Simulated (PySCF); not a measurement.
Species: CH₅BCl₃P.
Numbering: `[PH3+:1][BH2-:2][C:3]([Cl:4])([Cl:5])[Cl:6]` (hydrogens: H7, H8, H9 on P1; H10, H11 on B2)

Torsions of this conformer, `[PH3+:1][BH2-:2][C:3]([Cl:4])([Cl:5])[Cl:6]`: P1–B2–C3–Cl4 -58°.

The closed-shell ground state was solved at several levels (PySCF, density fitting, gas phase, non-relativistic). Isolated species at its PBE0-D3(BJ)/def2-SVP geometry, gas phase.

```csv
level,basis functions,total energy (Eh),HOMO (eV),LUMO (eV),gap (eV),dipole (D)
HF/pcSseg-2,314,-1784.7507,-11.40,2.26,13.66,5.83
PBE0/pcSseg-1,155,-1787.1476,-8.29,-0.67,7.62,5.65
```

Question: What might CAM-B3LYP/def2-SVPD (185 basis functions) give for the same quantities?

Answer: Total energy -1787.3327 Eh, HOMO -9.69 eV, LUMO 0.30 eV, gap 9.99 eV, dipole 5.45 D.

Question: Over all these levels, which gives the widest orbital gap and which the narrowest?

Answer: HF/pcSseg-2 (Hartree–Fock, all exact exchange) has the widest, 13.66 eV, and PBE0/pcSseg-1 (global hybrid, 25 % exact exchange) the narrowest, 7.62 eV. Functional and basis both differ between the two, so the spread mixes both effects. The HOMO need not be the same orbital at Hartree–Fock and at DFT levels.

Question: How far do the dipole and the HOMO energy spread over the levels?

Answer: The dipole runs from 5.45 to 5.83 D (mean 5.64 D) and the HOMO from -11.40 to -8.29 eV.
